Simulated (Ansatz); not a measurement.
Consider the ligand exchange at a Ge–C bond: `[CH3][GeH]([F])[CH]=O` + `BN` → `B[NH][GeH]([CH3])[F]` + `C=O`.

Computed with Ansatz on PBE0-D4/def2-TZVP structures; ΔE is electronic, products minus reactants. CCSD(T)/CBS is the MP2 limit (def2-TZVPP, def2-QZVPP) plus CCSD(T) − MP2 in def2-TZVPP, frozen cores. This one scheme is used for every species. DFT in def2-TZVPP. B3LYP here is the variant with VWN-RPA as its local correlation; programs differ in this. For Ge outer-core shells are correlated without core-valence functions, which leaves a few kJ/mol of doubt a bond. Scalar relativity is left out up to krypton. Each species was taken in one conformer, which may not be the lowest.

| level | ΔE (kJ/mol) | difference from CCSD(T)/CBS |
| --- | --- | --- |
| PBE0-D4 | -32.1 | 10.4 |
| B3LYP-D4 | -33.1 | 9.4 |
| ωB97M-V | -36.4 | 6.1 |
| B2PLYP | -37.4 | 5.1 |
| B3LYP | -29.8 | 12.7 |
| MP2/def2-TZVPP | -47.2 | -4.7 |
| SCS-MP2/def2-TZVPP | -47.4 | -4.9 |
| CCSD/def2-TZVPP | -44.9 | -2.4 |
| CCSD(T)/def2-TZVPP | -44.0 | -1.5 |
| HF/def2-QZVPP | -49.9 | -7.4 |
| CCSD(T)/CBS | -42.5 | 0 |

Largest T1 diagnostic among the species: 0.015.

From PBE to PBE0 (25 % exact exchange), in def2-TZVPP and without D4, ΔE moves by −7.7 kJ/mol. The D4 term adds −3.2 kJ/mol with B3LYP and −1.8 kJ/mol with PBE0; it sums over pairs of atoms, weighted by their polarisabilities, and B3LYP, whose exchange is more repulsive, gets the larger term.
